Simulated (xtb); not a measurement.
C2H6ClNSi2, SMILES [Si@H](Cl)([SiH3])CC#N. All values are semi-empirical tight-binding results from xtb (GFN2-xTB unless named), good for trends rather than for accurate numbers. Geometry optimised at GFN2-xTB. The structure was generated by enumeration; whether it is a known compound was not checked. The values are those of a single conformer.

Optimised geometry:

Bonds (Å): N1–C2 1.145, C2–C3 1.427, C3–Si4 1.933, C3–H7 1.092, C3–H8 1.092, Si4–Si5 2.322, Si4–Cl6 2.039, Si4–H9 1.468, Si5–H10 1.465, Si5–H11 1.467, Si5–H12 1.461. Bond angles (°): N1–C2–C3 178.2, C2–C3–Si4 110.7, C2–C3–H7 108.6, C2–C3–H8 108.7, Si4–C3–H7 110.4, Si4–C3–H8 110.7, H7–C3–H8 107.8, C3–Si4–Si5 111.0, C3–Si4–Cl6 104.0, C3–Si4–H9 105.2, Si5–Si4–Cl6 112.9, Si5–Si4–H9 117.3, Cl6–Si4–H9 105.3, Si4–Si5–H10 111.1, Si4–Si5–H11 111.6, Si4–Si5–H12 109.9, H10–Si5–H11 107.3, H10–Si5–H12 108.6, H11–Si5–H12 108.2.

The orbital gap is 4.31 eV, the dipole moment is 2.46 D and the zero-point energy is 43.2 kcal/mol. The G − E(el) at 298.15 K (modified RRHO) comes out as 20.8 kcal/mol and the static polarisability (D4 model) comes out as 96.1 bohr³. The solvation energy, GFN2-xTB/ALPB(water) is -6.1 kcal/mol and the solvation energy, GFN2-xTB/ALPB(octanol) comes out as -7.1 kcal/mol.

Computed atomic charges and the Wiberg bond orders between heavy atoms:
charges (e) N1 -0.27, C2 0.10, C3 -0.16, Si4 0.44, Si5 0.38, Cl6 -0.28, H7 0.06, H8 0.07, H9 -0.06, H10 -0.10, H11 -0.08, H12 -0.09. Bond orders N1–C2 2.81, C2–C3 1.10, C3–Si4 0.82, Si4–Si5 0.82, Si4–Cl6 1.07.
